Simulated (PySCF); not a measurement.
# Spinor energies of Ga(22+) (gallium, charge +22)

Start: [He] 2s2 2p5; 2p1/2 filled at m_j = -1/2, +1/2; 2p3/2 filled at m_j = -1/2, +1/2, +3/2. Calculated with PySCF 2.14 in an uncontracted even-tempered set (18 s from 6.1 bohr⁻², ratio 2.4; 12 p from 7.9 bohr⁻², ratio 2.4; 5 d from 33 bohr⁻², ratio 2.6; 5 f from 50 bohr⁻², ratio 2.6): generalised Hartree-Fock with the X2C-1e Hamiltonian and a Gaussian nucleus; one run each with spin-orbit coupling (SO) switched off, then screened by Boettger's factors.

```json
{"spinor shell": "1s1/2", "electrons": "2", "ε, spin-free (eV)": "-11505.1", "ε, screened SO (eV)": "-11504.1", "weight of nominal j (screened SO)": "1.000", "rms radius, screened SO (bohr)": "0.0559"}
{"spinor shell": "2s1/2", "electrons": "2", "ε, spin-free (eV)": "-2296.9", "ε, screened SO (eV)": "-2296.6", "weight of nominal j (screened SO)": "1.000", "rms radius, screened SO (bohr)": "0.228"}
{"spinor shell": "2p1/2", "electrons": "2", "ε, spin-free (eV)": "-2143.7", "ε, screened SO (eV)": "-2163.4", "weight of nominal j (screened SO)": "0.972", "rms radius, screened SO (bohr)": "0.200"}
{"spinor shell": "2p3/2", "electrons": "3", "ε, spin-free (eV)": "-2143.7", "ε, screened SO (eV)": "-2133.8", "weight of nominal j (screened SO)": "0.982", "rms radius, screened SO (bohr)": "0.203"}
```

| quantity | spin-free | screened SO |
| --- | --- | --- |
| E (hartree) | -1609.70031 | -1610.10690 |
| M_J | 3/2 | 3/2 |
| ⟨J²⟩ | 3.750 | 3.750 |
| ⟨L²⟩ | 2.000 | 2.001 |
| ⟨S²⟩ | 0.750 | 0.751 |

Each row is a mean over spinors that exchange with the open shell spreads, by up to 23.736 eV (2s1/2).

Without spin-orbit coupling the j labels of p, d and f shells carry no meaning; the spin-free column gives the mean over the occupied spinors of each nl shell.
